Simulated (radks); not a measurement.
The numbers below are computed, except where a source is named.
Problem. Species: Zr+. Configuration: [Kr] 4d2.5 5s0.5 (fractional occupations, a model configuration). Level of theory: Dirac Kohn-Sham, BLYP, spin-unpolarised, spherical densities, point nucleus; open shells fill j = l - 1/2 first (a radial shooting solver on a logarithmic mesh with Libxc functionals). Some entries of the table are withheld. Estimate them.

orbital,occ.,eigenvalue (hartree),<r> (bohr)
1s1/2,2,-655.0939,0.03706
2s1/2,2,-90.90863,0.1623
2p1/2,2,-83.24452,0.1386
2p3/2,4,-80.08714,0.1430
3s1/2,2,-15.04144,0.4585
3p1/2,2,-12.18911,0.4551
3p3/2,4,-11.68645,0.4656
3d3/2,4,-6.65431,0.4506
3d5/2,6,-6.56249,0.4542
4s1/2,2,-2.18847,1.215
4p1/2,2,-1.42551,(1)
4p3/2,4,-1.36039,(2)
5s1/2,0.5,-0.34795,3.488
4d3/2,2.5,(3),2.214
4d5/2,0,(4),2.236

Solution. 
(1) 4p1/2 <r> (bohr): 1.353
(2) 4p3/2 <r> (bohr): 1.385
(3) 4d3/2 eigenvalue (hartree): -0.33020
(4) 4d5/2 eigenvalue (hartree): -0.32540
